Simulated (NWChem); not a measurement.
C3H5F; SMILES C1CC1F

Task: Give the equilibrium geometry at PBE-D3(BJ)/def2-SVP (NWChem) as a list of bonds and angles, with the point group.

Result: point group Cs; any orientation.
Bonds (Å): F1–C2 1.372, C2–C3 1.498, C2–C4 1.498, C2–H5 1.105, C3–C4 1.523, C3–H6 1.101, C3–H7 1.101, C4–H8 1.101, C4–H9 1.101. Bond angles (°): F1–C2–C3 118.0, F1–C2–C4 118.0, F1–C2–H5 111.6, C3–C2–C4 61.1, C3–C2–H5 119.8, C4–C2–H5 119.8, C2–C3–C4 59.4, C2–C3–H6 118.9, C2–C3–H7 116.1, C4–C3–H6 119.6, C4–C3–H7 116.8, H6–C3–H7 114.9, C2–C4–C3 59.4, C2–C4–H8 116.1, C2–C4–H9 118.9, C3–C4–H8 116.8, C3–C4–H9 119.6, H8–C4–H9 114.9.
